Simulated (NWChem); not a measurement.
System: Si2NH5ClF; SMILES N[Si@@H](F)[SiH2]Cl

```xyz
10

N      1.6750    -1.2446    -0.2585
Si    -0.0206    -1.3891    -0.0602
F     -0.4976    -2.3199     1.1854
Si    -0.8386     0.7812     0.2944
Cl     0.5247     1.8120     1.5164
H      2.2195    -0.6562     0.3616
H      2.2315    -2.0002    -0.6405
H     -0.5710    -2.0275    -1.2833
H     -0.9347     1.5356    -0.9831
H     -2.1602     0.8258     0.9716
```
Atoms are numbered in this order, from 1.

Level: B3LYP/6-31G* (spherical d) (NWChem), optimised geometry, unscaled harmonic frequencies. 

Q: List the harmonic frequencies with IR intensities, and the thermochemistry.

A: 
```tsv
frequency (cm⁻¹)	IR intensity (km/mol)
42	2.0
88	3.2
147	2.3
250	11.7
288	16.4
351	32.9
413	46.5
448	171.0
502	42.7
527	46.2
690	20.5
692	15.3
817	230.7
842	167.3
884	46.1
914	149.7
950	193.1
961	32.1
1626	65.4
2248	86.1
2264	129.5
2268	185.9
3561	28.4
3653	33.2
```

```yaml
zero_point_energy: 36.3 kcal/mol
thermal correction to the enthalpy at 298.15 K (with zero-point energy): 41.9 kcal/mol
heat capacity Cv: 26.9 cal/(mol K)
entropy at 298.15 K and 1 atm (symmetry number 1): 89.3 cal/(mol K)
dipole_moment: 2.10 D
```

Rigid rotor and harmonic oscillator; modes under 100 cm⁻¹ make the entropy uncertain.
